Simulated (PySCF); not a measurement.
# AlGe: energy against distance

Set-up: Al 6-311G(d,p), Ge 6-311G(d,p); no relativity (PySCF 2.14). Energies in eV from Al + Ge in their ground configurations at the same level. State: ⁴Σ⁻ (quartet), unpaired electrons σ ↑, π ↑↑.

All columns are BLYP. A positive dipole means Al(−)Ge(+).

| R (Å) | E (eV) | μ (D) | Mulliken charge on Al (basis-dependent) | HOMO (eV) | LUMO (eV) | Mayer bond order | ⟨S²⟩ |
| --- | --- | --- | --- | --- | --- | --- | --- |
| 2.128 | -1.590 | -0.75 | 0.10 | -4.34 | -3.91 | 1.69 | 3.75 |
| 2.228 | -1.971 | -0.85 | 0.13 | -4.40 | -3.77 | 1.65 | 3.75 |
| 2.326 | -2.190 | -0.95 | 0.14 | -4.45 | -3.65 | 1.61 | 3.75 |
| 2.401 | -2.278 | -1.04 | 0.15 | -4.48 | -3.56 | 1.57 | 3.75 |
| 2.475 | -2.317 | -1.14 | 0.16 | -4.50 | -3.49 | 1.53 | 3.75 |
| 2.549 | -2.319 | -1.24 | 0.17 | -4.43 | -3.46 | 1.50 | 3.75 |
| 2.648 | -2.280 | -1.39 | 0.17 | -4.33 | -3.47 | 1.45 | 3.75 |
| 2.772 | -2.188 | -1.59 | 0.18 | -4.21 | -3.47 | 1.39 | 3.75 |
| 2.921 | -2.041 | -1.84 | 0.18 | -4.10 | -3.45 | 1.33 | 3.75 |
| 3.119 | -1.821 | -2.19 | 0.19 | -3.96 | -3.40 | 1.27 | 3.75 |

A fit through these points gives, at Re = 2.516 Å, μ = -1.19 D and dμ/dR = -1.40 D/Å; the reduced mass is 19.77 u.

Q: How strong is the fundamental in the double-harmonic approximation, I = 42.26·(dμ/dR)²/μred km/mol?

A: I = 42.26·(-1.40)²/19.77 = 4.19 km/mol at BLYP.

Spin–orbit coupling is left out. The state was picked by a PBE0 search and need not be the measured ground state.
